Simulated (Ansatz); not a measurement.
System: NaOH, charge 0, singlet. NaOH (SMILES [OH][Na]).
B3LYP-D3(BJ)/def2-TZVP minimum from Ansatz (a first-principles code):
```
O
H 1 0.9542
Na 1 1.9323 2 180.00
```
Charge 0, spin multiplicity 1.

Total energies in hartree (Ansatz). Open shells are spin-unrestricted; no spin-orbit coupling. Cores are frozen in correlated methods. No relativity. Where a partner has so few electrons that a lower coupled-cluster level is exact, that level stands in.

```csv
species,HF/def2-TZVPP,CCSD(T)/def2-TZVPP,HF/def2-QZVPP,CCSD(T)/def2-QZVPP,CCSDT(Q)/def2-QZVPP
1: NaOH (SMILES [OH][Na]),-237.33458,-237.61218,-237.34604,-237.64646,-237.64700
2: Na (doublet),-161.85185,-161.85185,-161.85879,-161.85879,-161.85879
3: O (triplet),-74.81563,-74.97674,-74.81863,-74.99407,-74.99447
4: H (doublet),-0.49981,-0.49981,-0.49998,-0.49998,-0.49998
```

**Question.** Work out the atomisation energy (electronic, to ground-state atoms) in kcal/mol: take Hartree-Fock from def2-QZVPP, extrapolate the CCSD(T) correlation energy as X^-3 (X = 3, 4), and add CCSDT(Q) - CCSD(T) in def2-QZVPP. 1 hartree = 627.51 kcal/mol.

**Answer.** 
Species 1: correlation (64·(-0.30042) - 27·(-0.27760))/37 = -0.31707; step -0.00054; E1 = -237.34604 + (-0.31707) + (-0.00054) = -237.66365
Species 2: correlation (64·(0.00000) - 27·(0.00000))/37 = 0.00000; step +0.00000; E2 = -161.85879 + (0.00000) + (+0.00000) = -161.85879
Species 3: correlation (64·(-0.17544) - 27·(-0.16111))/37 = -0.18590; step -0.00040; E3 = -74.81863 + (-0.18590) + (-0.00040) = -75.00493
Species 4: correlation (64·(0.00000) - 27·(0.00000))/37 = 0.00000; step +0.00000; E4 = -0.49998 + (0.00000) + (+0.00000) = -0.49998
-1·E1 +1·E2 +1·E3 +1·E4 = 0.29995 hartree = 188.2 kcal/mol.
